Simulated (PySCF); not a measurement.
CH5F3Si2. Atoms are numbered in the order given.

```xyz
11

Si     1.7717    -0.6886    -0.1958
F      2.0746     0.5259     0.8728
C      0.2073    -0.2248    -1.1320
Si    -1.1007     0.5301    -0.0392
F     -2.5739     0.3031    -0.7042
F     -1.1080    -0.2756     1.3818
H      1.5818    -1.9622     0.5690
H      2.9516    -0.7883    -1.1176
H     -0.2142    -1.1385    -1.6059
H      0.4480     0.4903    -1.9475
H     -0.9394     1.9863     0.2300
```
Charge 0, spin multiplicity 1.

Geometry optimised at PBE-D3(BJ)/def2-SVP. The structure was generated by enumeration, and PubChem lists no compound with its InChIKey, so it may never have been made. Other conformers were not sampled.

The numbers are results of PBE-D3(BJ)/def2-SVP run with PySCF, not measurements.

Frequencies are harmonic and unscaled.

Computed harmonic wavenumbers and intensities:
```tsv
mode	ν (cm⁻¹)	IR (km/mol)	moving atoms (share of kinetic energy)
1	45	2.6	F 61 %, C 16 %, H 14 %, Si 9 %
2	60	1.6	F 74 %, H 11 %, Si 9 %
3	95	0.2	F 53 %, Si 28 %, H 16 %
4	180	2.3	F 68 %, Si 20 %, H 8 %
5	256	26.0	F 49 %, H 23 %, Si 17 %, C 11 %
6	317	15.5	F 55 %, Si 31 %, H 13 %
7	328	2.2	Si 48 %, F 25 %, H 16 %, C 12 %
8	502	9.4	H 72 %, Si 14 %, C 9 %
9	632	11.3	C 51 %, H 28 %, Si 16 %
10	680	32.3	H 62 %, C 24 %
11	705	17.9	H 90 %
12	744	109.7	H 40 %, C 29 %, Si 24 %
13	797	18.5	H 63 %, F 25 %
14	806	3.9	H 82 %, F 13 %
15	830	16.7	F 48 %, H 34 %, Si 18 %
16	852	187.9	F 36 %, Si 31 %, H 28 %
17	893	151.8	H 52 %, Si 28 %, F 16 %
18	930	173.6	H 61 %, Si 21 %, F 14 %
19	940	136.7	H 50 %, Si 29 %, F 19 %
20	987	81.5	H 82 %, Si 15 %
21	1036	195.6	H 51 %, C 40 %
22	1320	13.1	H 92 %, C 8 %
23	2185	119.3	H 97 %
24	2205	105.6	H 96 %
25	2244	106.2	H 97 %
26	2990	0.7	H 95 %
27	3057	0.5	H 91 %, C 9 %
```
